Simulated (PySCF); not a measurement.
H$_{12}$O$_{6}$Zn (SMILES [OH2]->[Zn+2](<-[OH2])(<-[OH2])(<-[OH2])(<-[OH2])<-[OH2]), charge +2, singlet, geometry from GFN2-xTB (such geometries of metal compounds can be far from the true shape). Base run: B3LYP/def2-SV(P) (PySCF).

Here is a job for PySCF.
```python
from pyscf import gto, scf, dft

mol = gto.Mole()
mol.atom = '''
    Zn   -0.000000   -0.000000    0.000000
    O    -0.687948    1.640644   -0.922140
    H    -1.492715    1.707757   -1.449904
    H    -0.277384    2.513642   -0.922775
    O     1.570567    1.041443    0.681208
    H     1.619320    1.528978    1.512244
    H     2.421770    1.150668    0.240512
    O     1.037003   -0.488888   -1.643454
    H     1.600284   -1.263737   -1.757531
    H     1.067938    0.005821   -2.471098
    O    -1.037003    0.488888    1.643454
    H    -1.600284    1.263737    1.757531
    H    -1.067938   -0.005821    2.471098
    O    -1.570567   -1.041443   -0.681208
    H    -1.619320   -1.528978   -1.512244
    H    -2.421770   -1.150668   -0.240512
    O     0.687948   -1.640644    0.922140
    H     0.277384   -2.513642    0.922775
    H     1.492715   -1.707757    1.449904
'''
mol.basis = 'def2-sv(p)'
mol.charge = 2
mol.spin = 0
mol.verbose = 4
mol.build()

mf = dft.RKS(mol)
mf.xc = 'b3lyp'
mf.kernel()
```

The base run was repeated with changes; each row names its change, and settings that it needs were set with it.

```
change                                         ΔE vs base (mEh)  fitting functions        outcome
---------------------------------------------  ----------------  -----------------  -------------
base                                                      0.000                  -      converged
auxbasis = cc-pvtz-jkfit                                      -                  -  input refused
auxbasis = def2-tzvp-ri                                 -8306.3                821      converged
auxbasis = cc-pvqz-jkfit                                      -                  -  input refused
auxbasis = even-tempered beta=1.6                        -0.039               1594      converged
auxbasis = def2-svp-ri                                  -9973.1                599      converged
auxbasis = def2-universal-jkfit                          -0.088                942      converged
only_dfj = on; auxbasis = def2-universal-jfit               [?]                [?]      converged
auxbasis = even-tempered beta=3.0                           [?]                [?]      converged
auxbasis = cc-pvtz-ri                                         -                  -  input refused
```

Question: Some entries are withheld; supply them.

Answer: 
- only_dfj = on; auxbasis = def2-universal-jfit, ΔE vs base (mEh): -0.329
- only_dfj = on; auxbasis = def2-universal-jfit, fitting functions: 515
- auxbasis = even-tempered beta=3.0, ΔE vs base (mEh): -31.156
- auxbasis = even-tempered beta=3.0, fitting functions: 756

A fitting set is made for a task (jfit for Coulomb, jkfit for Coulomb and exchange, ri for correlation) and for a family of orbital bases.

- auxbasis = cc-pvtz-jkfit: ended with `pyscf.lib.exceptions.BasisNotFoundError: Basis set not found for Zn in cc-pvtz-jkfit`
- auxbasis = cc-pvqz-jkfit: ended with `pyscf.lib.exceptions.BasisNotFoundError: Basis set not found for Zn in cc-pvqz-jkfit`
- auxbasis = cc-pvtz-ri: ended with `pyscf.lib.exceptions.BasisNotFoundError: Basis set not found for Zn in cc-pvtz-ri`
